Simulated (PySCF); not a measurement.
CHCl2F3Si. Atoms are numbered in the order given.

```xyz
8

Si     0.5166     0.5805     0.0000
Cl     1.4085    -0.1601     1.6772
Cl     1.4085    -0.1601    -1.6772
C     -1.3065    -0.0300     0.0000
F     -1.4028    -1.3664     0.0000
F     -1.9555     0.4300    -1.0855
F     -1.9555     0.4300     1.0855
H      0.5427     2.0550     0.0000
```
Charge 0, spin multiplicity 1.

Geometry optimised at ωB97X-D3(BJ)/def2-SVP.

These are TDDFT-CAM-B3LYP/def2-SVPD (PySCF 2.14.0) values and carry that method's errors.

Vertical excitations. Isolated molecule, no solvent. State labels are in the subgroup Cs.

```json
[
 {"state": "S1", "symmetry": "A'", "energy (eV)": "7.75", "λ (nm)": "160", "f": "0.011", "main pairs": "HOMO→LUMO 91 %"},
 {"state": "S2", "symmetry": "A\"", "energy (eV)": "7.96", "λ (nm)": "156", "f": "0.000", "main pairs": "HOMO→LUMO+1 82 %"},
 {"state": "S3", "symmetry": "A\"", "energy (eV)": "8.09", "λ (nm)": "153", "f": "0.033", "main pairs": "HOMO−1→LUMO 79 %, HOMO−3→LUMO+1 13 %"},
 {"state": "S4", "symmetry": "A\"", "energy (eV)": "8.35", "λ (nm)": "149", "f": "0.001", "main pairs": "HOMO−2→LUMO 80 %"},
 {"state": "S5", "symmetry": "A'", "energy (eV)": "8.41", "λ (nm)": "147", "f": "0.046", "main pairs": "HOMO−1→LUMO+1 55 %, HOMO−3→LUMO 35 %"},
 {"state": "S6", "symmetry": "A'", "energy (eV)": "8.61", "λ (nm)": "144", "f": "0.004", "main pairs": "HOMO−3→LUMO 57 %, HOMO−1→LUMO+1 34 %"},
 {"state": "S7", "symmetry": "A'", "energy (eV)": "8.77", "λ (nm)": "141", "f": "0.041", "main pairs": "HOMO−2→LUMO+1 86 %"},
 {"state": "S8", "symmetry": "A'", "energy (eV)": "8.99", "λ (nm)": "138", "f": "0.029", "main pairs": "HOMO→LUMO+2 86 %"},
 {"state": "S9", "symmetry": "A\"", "energy (eV)": "9.00", "λ (nm)": "138", "f": "0.079", "main pairs": "HOMO−3→LUMO+1 63 %, HOMO−1→LUMO 11 %"},
 {"state": "S10", "symmetry": "A\"", "energy (eV)": "9.28", "λ (nm)": "134", "f": "0.016", "main pairs": "HOMO−1→LUMO+2 82 %"},
 {"state": "T1", "symmetry": "A'", "energy (eV)": "7.35", "λ (nm)": "169", "f": "0", "main pairs": "HOMO→LUMO 84 %"},
 {"state": "T2", "symmetry": "A\"", "energy (eV)": "7.47", "λ (nm)": "166", "f": "0", "main pairs": "HOMO→LUMO+1 75 %, HOMO−2→LUMO 14 %"},
 {"state": "T3", "symmetry": "A\"", "energy (eV)": "7.51", "λ (nm)": "165", "f": "0", "main pairs": "HOMO−1→LUMO 84 %"},
 {"state": "T4", "symmetry": "A'", "energy (eV)": "7.84", "λ (nm)": "158", "f": "0", "main pairs": "HOMO−3→LUMO 53 %, HOMO−1→LUMO+1 31 %"}
]
```
Triplets are in the Tamm–Dancoff approximation, which puts them higher than full response would, so one can lie above its singlet here.
